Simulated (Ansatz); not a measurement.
CH8N2OSi can be A, `NC(N)(O)[SiH3]`, or B, `CN[SiH](N)O`.

Isolated molecules relaxed with PBE0-D4/def2-TZVP in Ansatz; ΔE leaves out vibrations. CBS: MP2 limit from def2 TZ/QZ plus the TZ coupled-cluster correction, frozen cores. Functionals use def2-TZVPP. One conformer a species, not always the lowest.

Question: Which is lower in electronic energy at CCSD(T)/CBS, and by how much? (Estimate.)

Answer: Ansatz gave: B, by 84.6 kcal/mol.

Question: Give E(B) − E(A) in kcal/mol with ωB97M-V, CCSD(T)/def2-TZVPP, MP2/def2-TZVPP, HF/def2-TZVPP, PBE-D4, B2PLYP, r2SCAN-D4. (Best estimate.)

Answer: Ansatz gave: ωB97M-V -83.0, CCSD(T)/def2-TZVPP -83.0, MP2/def2-TZVPP -86.3, HF/def2-TZVPP -89.6, PBE-D4 -76.1, B2PLYP -84.9, r2SCAN-D4 -82.2. None reverses the order clearly.

Largest T1 diagnostic: 0.012.

In def2-TZVPP, CCSD(T) changes the Hartree–Fock value by +6.6 kcal/mol (the triples alone add +1.6 kcal/mol) and MP2 by +3.3 kcal/mol. From PBE to PBE0 (25 % exact exchange), in def2-TZVPP and without D4, E(B) − E(A) moves by −3.9 kcal/mol.
